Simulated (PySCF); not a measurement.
Delta-SCF ions had no search for a lower state. Excitations are Tamm–Dancoff values on a coarser integration grid. The basis has no diffuse functions, so Rydberg states are missing or too high.

## H₆B₂N₂, SMILES `BNBN` (B–N–B–N torsion 180°) (charge 0, multiplicity 1)

The numbers are results of PySCF with r2SCAN-D4/def2-TZVP, not measurements.

The HOMO comes out as -6.84 eV and the dipole moment comes out as 3.10 D. The HOMO–LUMO gap is 6.03 eV and the LUMO is -0.82 eV. The S1 excitation (TDA) comes out as 6.63 eV and the S1 oscillator strength is 0.267. The brightest of the four lowest singlets (TDA) is 6.63 eV, the T1 excitation (TDA) comes out as 5.39 eV and the S1–T1 gap (TDA) comes out as 1.24 eV. The vertical ionisation energy (Delta-SCF) is 9.91 eV and the total energy is -162.8815 Ha. The cost is roughly 8 core-minutes.

```xyz
10

B      1.8556    -0.4873     0.0009
N      0.6370     0.1813    -0.2096
B     -0.6632    -0.2409     0.2592
N     -1.8148     0.5084    -0.0129
H      1.8510    -1.5065     0.6245
H      2.8662    -0.0253    -0.4458
H      0.6774     1.0424    -0.7426
H     -0.7514    -1.2500     0.8908
H     -1.8256     1.3683    -0.5374
H     -2.7242     0.2255     0.3074
```
Charge 0, spin multiplicity 1.
